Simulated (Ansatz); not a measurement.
Mulliken charges of CH₅BO₂S, SMILES `OBSCO` from PBE/def2-TZVPP in Ansatz (PBE0-D4/def2-TZVP geometry).

```tsv
atom	x (Å)	y (Å)	z (Å)	charge (e)
O1	-1.210	0.585	-1.165	-0.225
B2	0.078	0.370	-1.523	0.093
S3	1.213	-0.479	-0.418	-0.190
C4	0.198	-0.724	1.084	0.013
O5	0.157	0.384	1.926	-0.285
H6	-1.719	1.035	-1.843	0.202
H7	0.512	0.707	-2.588	-0.016
H8	-0.825	-0.934	0.778	0.111
H9	0.622	-1.608	1.573	0.113
H10	1.056	0.612	2.179	0.185
```

**Question.** By hand: the dipole of these point charges (1 e Å = 4.8032 D).

**Answer.** Σ q r = (-0.174, -0.099, 0.001) e Å, of length 0.200 e Å = 0.96 D.

**Question.** How does the dipole of the full density compare? (Estimate.)

**Answer.** The calculation gave: (-0.099, 0.036, -0.078) e Å, 0.63 D; the point charges give 1.52 times that, at 59° from its direction.

Point charges leave out the atoms' own dipoles, such as those of lone pairs, and Mulliken's split depends on the basis, so the two needn't agree.
